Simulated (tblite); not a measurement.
Species: C9H5F3.
Geometry (GFN2-xTB, Å), atoms numbered from 1 in this order:
```xyz
17
C9H5F3 angstrom
F      3.4245   -0.9582   -0.8399
C      2.8681   -0.1009    0.0283
F      3.3312   -0.4395    1.2491
F      3.3995    1.1101   -0.2375
C      1.3830   -0.0974   -0.0361
C      0.5988   -0.8406   -0.8502
C     -0.7740   -0.4813   -0.5383
C     -2.0677   -0.7185   -0.8519
C     -2.8991    0.1391    0.0055
C     -2.1178    0.8767    0.8168
C     -0.7316    0.5221    0.5143
C      0.5549    0.7674    0.8302
H      0.9210   -1.5553   -1.5835
H     -2.4656   -1.3974   -1.5854
H     -3.9723    0.1474   -0.0394
H     -2.4276    1.5944    1.5519
H      0.9676    1.4440    1.5562
```

Structure optimised with GFN2-xTB, isolated species.

Take the most abundant isotopes and a rigid rotor. 

Question: Give the principal moments of inertia and the rotational constants in MHz.

Answer: Ia = 184.10, Ib = 949.02, Ic = 1045.43 u·Å²; 505379 MHz·u·Å²/I gives A = 2745, B = 532.5, C = 483.4 MHz.

Question: What kind of rotor is it?

Answer: A near-prolate asymmetric top: κ = (2 × 532.5 − 2745 − 483.4)/(2745 − 483.4) = -0.96.

Question: Is it planar, by Δ = Ic − Ia − Ib?

Answer: Not planar: Δ = Ic − Ia − Ib = -87.69 u·Å². For a rigid frame Δ = −2 Σ m c², so Σ m c² = 43.85 u·Å² lies off the ab plane: 0.00 from hydrogen and 43.85 from heavier atoms. The atom farthest from that plane is 1.08 Å away.

Question: List the rotational levels J(Ka,Kc) to J = 3 (cm⁻¹).

Answer: Above 0(0,0):
J = 1: 1(0,1) 0.0339, 1(1,1) 0.1077, 1(1,0) 0.1093
J = 2: 2(0,2) 0.1016, 2(1,2) 0.1738, 2(1,1) 0.1787, 2(2,1) 0.4002, 2(2,0) 0.4002
J = 3: 3(0,3) 0.2032, 3(1,3) 0.2730, 3(1,2) 0.2828, 3(2,2) 0.5018, 3(2,1) 0.5020, 3(3,1) 0.8750, 3(3,0) 0.8750

Question: Estimate the classical rotational partition function at 10 K, 50 K and 298.15 K.

Answer: Point group Cs, symmetry number σ = 1; q = (√π/σ)·√((kT/h)³/(ABC)), k/h = 20836.6 MHz/K: 6340 at 10 K, 70900 at 50 K, 1030000 at 298.15 K.

Its GFN2-xTB frequencies are all real (lowest 20 cm⁻¹). These are rigid-rotor constants of the computed structure; measured ground-state constants (B0) also hold zero-point vibration.

On Arm Neoverse V1, one thread, shared host with 32 logical CPUs at a one-minute load of 19, this took 0.21 s wall. That covers the optimisation of the geometry.
